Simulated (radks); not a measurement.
The numbers below are computed, except where a source is named.
Zn+, 29 electrons, occupied as [Ar] 3d10 4s1.

Level of theory: scalar-relativistic Kohn-Sham, LDA (Slater exchange, Perdew-Wang correlation), spin-unpolarised, spherical densities, finite nucleus; Fermi nuclear charge, rms radius 3.9283 fm (a radial shooting solver on a logarithmic mesh with Libxc functionals).

Energy parts (eV):
total: -48788.307
kinetic: 49545.005
electron-nucleus: -117367.243
Hartree: 20899.071
exchange-correlation: -1865.140

Orbitals (lengths in bohr, moments of r in powers of bohr; <r^-3> diverges for s and p1/2; r(90%) holds 90 % of the orbital's charge):
| orbital | occ. | eigenvalue (eV) | <r^2> | <r^-3> | r(90%) |
|---|---|---|---|---|---|
| 1s | 2 | -9516.899 | 0.003415 | - | 0.0900 |
| 2s | 2 | -1165.753 | 0.06059 | - | 0.351 |
| 2p | 6 | -1013.061 | 0.04830 | 793.5 | 0.324 |
| 3s | 2 | -138.3779 | 0.5390 | - | 1.02 |
| 3p | 6 | -93.0271 | 0.6039 | 103.1 | 1.11 |
| 3d | 10 | -20.1215 | 1.078 | 9.555 | 1.58 |
| 4s | 1 | -14.3415 | 6.504 | - | 3.58 |

The highest occupied level is 4s at -14.341 eV. For comparison, the ionisation energy in NIST's Atomic Spectra Database is 17.964 eV (measured). In exact Kohn-Sham theory the highest level is minus the ionisation energy, but local and semilocal functionals leave it too shallow, through self-interaction and a potential that decays too fast; potentials with the right tail come closer. The density falls to 0.001 e/bohr^3 at r = 3.62 bohr. The electron density at the nucleus is 2.52e+04 e/bohr^3 (large components only).

Beside tabulated values, note that spin-unpolarised runs miss the spin-polarisation part of the exchange energy of open shells.
